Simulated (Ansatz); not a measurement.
F₂OTa (SMILES [O]=[Ta]([F])[F]), doublet, geometry from GFN2-xTB (such geometries of metal compounds can be far from the true shape) (the multiplicity is a formal guess) (core potentials on Ta). Base run: HF/def2-SV(P) (Ansatz, an electronic-structure program).

Ansatz was given this input:
Ansatz 0.2 input:
```yaml
crystal:
  periodic: [false, false, false]
  atoms:
    - {symbol: Ta, position_ang: [0.00449653, -0.00148257, -0.00089750]}
    - {symbol: O, position_ang: [1.61444879, -0.53230803, -0.32224167]}
    - {symbol: F, position_ang: [-0.66122332, -0.43528196, 1.64011204]}
    - {symbol: F, position_ang: [-0.81031412, 0.92046997, -1.34639528]}
basis:
  gaussian:
    orbitals: def2-SV_P_.json
hamiltonian:
  xc: hf
magnetization: {spin_polarized: true, initial_magnetization: 1}
```
The basis file holds def2-SV(P) in the JSON format of the Basis Set Exchange.

Variants of this job, named by their change:

```json
[
 {"change": "base", "basis functions": "67", "E (Eh)": "-330.01770"},
 {"change": "basis = x2c-SVPall; relativity = spin-free X2C", "basis functions": "108", "E (Eh)": "-15874.98190"},
 {"change": "basis = jorge-DZP-DKH; relativity = spin-free X2C; nucleus = Gaussian", "basis functions": "105", "E (Eh)": "-15529.56141"},
 {"change": "basis = x2c-TZVPall; relativity = none", "basis functions": "174", "E (Eh)": "-14638.32734"},
 {"change": "basis = jorge-DZP-DKH; relativity = none", "basis functions": "105", "E (Eh)": "-13334.67065"},
 {"change": "basis = x2c-SVPall; relativity = spin-free X2C; nucleus = Gaussian", "basis functions": "108", "E (Eh)": "-15873.28085"},
 {"change": "basis = x2c-SVPall; relativity = none", "basis functions": "108", "E (Eh)": "-13553.38684"},
 {"change": "basis = x2c-TZVPall; relativity = spin-free X2C", "basis functions": "174", "E (Eh)": "-15876.14389"},
 {"change": "basis = jorge-DZP-DKH; relativity = spin-free X2C", "basis functions": "105", "E (Eh)": "-15530.94785"},
 {"change": "basis = x2c-TZVPall; relativity = spin-free X2C; nucleus = Gaussian", "basis functions": "174", "E (Eh)": "-15874.38063"}
]
```

Total energies compare only within one method and basis.

Ansatz warned in this series: the basis is contracted for relativity, which the run leaves out.

Basis sets contracted for a relativistic Hamiltonian are a mismatch without it, so the rows without relativity aren't non-relativistic limits. No row has spin-orbit coupling; sets with core potentials leave out the core electrons.
